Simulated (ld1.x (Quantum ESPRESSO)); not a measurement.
Pm (Z = 61): excitation energies, all-electron against TM

| Property | Result |
| --- | --- |
| Element | Pm |
| Generator | ld1.x (Quantum ESPRESSO) 7.5 |
| Type | norm-conserving Troullier–Martins (Kleinman–Bylander form) |
| Functional | PBEsol |
| Relativity | scalar-relativistic |
| Frozen core | [Kr] 4d10 |
| Valence charge | 15 |
| Reference configuration | 4f5 5s2 5p6 5d0 6s0 6p0 (charge +2) |
| Partial waves | 5s (bound): rc 1.50 bohr; 5p (bound): rc 2.05 bohr; 5d (bound, empty): rc 2.30 bohr; 4f (bound): rc 1.35 bohr |
| Local potential | all-electron potential smoothed inside 1.65 bohr (lloc = -1) |
| Core correction | none |

Energies are relative to the spin-unpolarised reference configuration 4f5 5s2 5p6 5d0 6s0 6p0; without spin polarisation the order of configurations can differ from experiment.

(1) Give the all-electron excitation energy and the error of the potential for: 4f5 5s2 5p6 5d0 6s2 6p0; 4f5 5s2 5p6 5d0 6s1 6p0; 4f4 5s2 5p6 5d0 6s0 6p0; 4f3 5s2 5p6 5d0 6s0 6p0; 4f4 5s2 5p6 5d1 6s1 6p0; 4f5 5s2 5p6 5d0.5 6s1.5 6p0; 4f5 5s2 5p6 5d1 6s1 6p0.

Levels in the configuration 4f5 5s2 5p6 5d0 6s1 6p0:

| level | all-electron (eV) | pseudo (eV) |
| --- | --- | --- |
| 4f | -8.202 | -7.655 |
| 5s | -47.984 | -47.587 |
| 5p | -28.752 | -28.398 |
| 6s | -8.308 | -8.526 |

Results:

(1)

```
      valence configuration  charge  ΔE all-electron (eV)  error AE − PS (meV)
    4f5 5s2 5p6 5d0 6s2 6p0       0               -16.732                 +540
    4f5 5s2 5p6 5d0 6s1 6p0      +1               -10.841                 +412
    4f4 5s2 5p6 5d0 6s0 6p0      +3                23.236                  +93
    4f3 5s2 5p6 5d0 6s0 6p0      +4                64.392                 +568
    4f4 5s2 5p6 5d1 6s1 6p0      +1                -7.887                +1117
4f5 5s2 5p6 5d0.5 6s1.5 6p0       0               -15.828                 +383
    4f5 5s2 5p6 5d1 6s1 6p0       0               -14.871                 +244
```

These tests converged, but a pseudo level misses the all-electron one widely, so the file describes the atom poorly there or has found another state: 4f4 5s2 5p6 5d0 6s0 6p0: empty 6s by 3.8 eV (a node warning on the way); 4f4 5s2 5p6 5d1 6s1 6p0: 4f by 2.1 eV. ld1.x printed “convergence not achieved” for 6 of the counted tests; their residual had stalled under 1e-8, short of the target of 1e-14.
